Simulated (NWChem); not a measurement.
Molecule: C4H5Cl; SMILES C=CC(=C)Cl

```xyz
10

C      0.7170    -1.9902     0.0000
C     -0.4286    -1.3002     0.0000
C     -0.5620     0.1540     0.0000
C     -1.7389     0.7944     0.0000
Cl     0.9136     1.0793     0.0000
H      1.6839    -1.4811     0.0000
H      0.7127    -3.0823     0.0000
H     -1.3857    -1.8330     0.0000
H     -2.6662     0.2170     0.0000
H     -1.8009     1.8832     0.0000
```
Atoms are numbered in this order, from 1.

All runs: NWChem. Medium grid unless said otherwise, to which SCAN and Minnesota functionals are sensitive. The geometry was optimised at PBE0/def2-SVP. B3LYP is NWChem's, with the RPA form of VWN correlation.

Problem. Among these, which level gives the highest value of “dipole (D)”?
A. CAM-B3LYP/def2-TZVP
B. Hartree-Fock/def2-TZVP
C. B3LYP/def2-TZVP
D. PBE/def2-TZVP

Solution. B, Hartree-Fock/def2-TZVP. Values: PBE/def2-TZVP 1.34; B3LYP/def2-TZVP 1.40; CAM-B3LYP/def2-TZVP 1.44; Hartree-Fock/def2-TZVP 1.59
